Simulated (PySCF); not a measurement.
A geometry optimisation on 4-acetoxystyrene (`C=Cc1ccc(OC(C)=O)cc1`).

Computed with PBE0-D3(BJ)/def2-SVP geometry optimisation, gas phase (PySCF 2.14.0). Start geometry: GFN2-xTB. A driver script takes a list of jobs; this job's settings line and coordinates (Å) are shown.

Input:
```
{"job": {"xc": "PBE0", "basis": "def2-SVP", "d3": "d3bj", "grid": 1, "kind": "geom"}, "charge": 0, "multiplicity": 1}
C     -4.352139     0.344202    -0.638953
C     -3.394201    -0.537059    -0.376646
C     -1.974120    -0.255188    -0.206212
C     -1.083493    -1.320629    -0.069814
C      0.275136    -1.117760     0.079709
C      0.767639     0.178685     0.092101
O      2.109014     0.492879     0.270977
C      3.096489    -0.249347    -0.258030
C      4.432399     0.328254     0.132221
O      2.938018    -1.222462    -0.941908
C     -0.102728     1.257415    -0.023196
C     -1.455527     1.040967    -0.170484
H     -5.377405     0.037062    -0.754496
H     -4.161929     1.397370    -0.755680
H     -3.657502    -1.583842    -0.284204
H     -1.463240    -2.332088    -0.084843
H      0.943347    -1.957738     0.177748
H      4.360600     1.406553     0.236828
H      5.175027     0.059662    -0.612973
H      4.727991    -0.095498     1.090432
H      0.301004     2.257852     0.004483
H     -2.114793     1.890092    -0.256675
```

Output:
```
step   0  E = -536.53576007  max force = 0.014404
step   1  E = -536.53779930  max force = 0.004544
step   2  E = -536.53784233  max force = 0.001247
step   3  E = -536.53785539  max force = 0.001292
step   4  E = -536.53787983  max force = 0.000642
step   5  E = -536.53789333  max force = 0.000869
step   6  E = -536.53793198  max force = 0.001202
step   7  E = -536.53799564  max force = 0.002723
step   8  E = -536.53805398  max force = 0.002470
step   9  E = -536.53807407  max force = 0.001182
step  10  E = -536.53811027  max force = 0.001431
step  11  E = -536.53814194  max force = 0.000930
step  12  E = -536.53816149  max force = 0.001806
step  13  E = -536.53818337  max force = 0.000669
step  14  E = -536.53820535  max force = 0.000813
step  15  E = -536.53825315  max force = 0.001473
step  16  E = -536.53828009  max force = 0.000911
step  17  E = -536.53830687  max force = 0.000281
step  18  E = -536.53832566  max force = 0.000278
step  19  E = -536.53834500  max force = 0.000336
step  20  E = -536.53834650  max force = 0.000342
optimisation converged
```

Energies in Eh; «max force» is the largest Cartesian gradient component in Eh/bohr.

**Question.** How much energy does the optimisation release, in kJ/mol?

**Answer.** E(step 0) − E(last step) = 0.002586 Eh, which is 6.8 kJ/mol.

Main results: final energy -536.53835 Eh after 20 steps; dipole 1.80 D.

**Question.** Give the final coordinates.

**Answer.** 0.430 Å rms from the input after alignment:
```
atom  x, y, z in Å
C1    -4.7414    0.2185   -0.6259
C2    -3.7315   -0.6566   -0.5491
C3    -2.3078   -0.3585   -0.3607
C4    -1.3840   -1.4106   -0.3217
C5    -0.0171   -1.2026   -0.1478
C6     0.4459    0.1057   -0.0070
O7     1.7542    0.4832    0.1894
C8     2.8331   -0.3300    0.1172
C9     4.0776    0.4696    0.3628
O10    2.7946   -1.5057   -0.1129
C11   -0.4542    1.1764   -0.0400
C12   -1.8084    0.9473   -0.2143
H13   -5.7684   -0.1244   -0.7685
H14   -4.5907    1.2990   -0.5520
H15   -3.9656   -1.7240   -0.6343
H16   -1.7454   -2.4366   -0.4327
H17    0.6784   -2.0372   -0.1284
H18    4.1916    1.2271   -0.4267
H19    4.9454   -0.1986    0.3679
H20    3.9998    1.0058    1.3193
H21   -0.0618    2.1883    0.0764
H22   -2.4902    1.7998   -0.2361
```

Rough CPU time on one thread of a shared machine: about 12 min.
Labels such as C1 count atoms from 1, the log's own numbers from 0.
